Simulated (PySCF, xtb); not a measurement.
WOSFCl, SMILES [F][W](=[S])(=[O])[Cl], multiplicity 1.

GFN2-xTB (xtb) at its own geometry gives an orbital gap of 2.07 eV and a dipole moment of 4.87 D.

Coordinates come from a B3LYP-D3(BJ)/def2-SVP optimisation. The spin state was assumed, not searched. The structure was generated by enumeration; whether it is a known compound was not checked. The def2 effective core potentials stand for the cores of W; spin–orbit coupling is left out.

Task: What does B3LYP/def2-TZVP (PySCF) give? (The exact figures need the calculation; the answer reports its results.)

Result: gap 4.48 eV (levels -8.07 and -3.59 eV), dipole 1.33 D.
